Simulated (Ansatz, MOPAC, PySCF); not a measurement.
Ligands exchanged one at a time, Al H-SiH3. Gas-phase values, no solvent. Strings in code marks are SMILES.

Quantity: vertical ionisation energy (energy after one electron is removed minus that of the parent at the parent's geometry), in eV.

Level 1: B3LYP/6-31G* // B3LYP-D3(BJ)/def2-TZVP (PySCF)
Level 2: minus the HOMO energy of PM7 // B3LYP-D3(BJ)/def2-TZVP (MOPAC)
Level 3: minus the HOMO energy of SVWN5/6-31G* // B3LYP-D3(BJ)/def2-TZVP (PySCF)
Level 4: HF/cc-pVQZ // B3LYP-D3(BJ)/def2-TZVP (Ansatz, a program for electronic structure)

```
species         level 1  level 2  level 3  level 4
--------------  -------  -------  -------  -------
`[AlH3]`          11.23    12.12     7.29    10.69
`[AlH2][SiH3]`     9.70    10.56     6.51     9.02
```
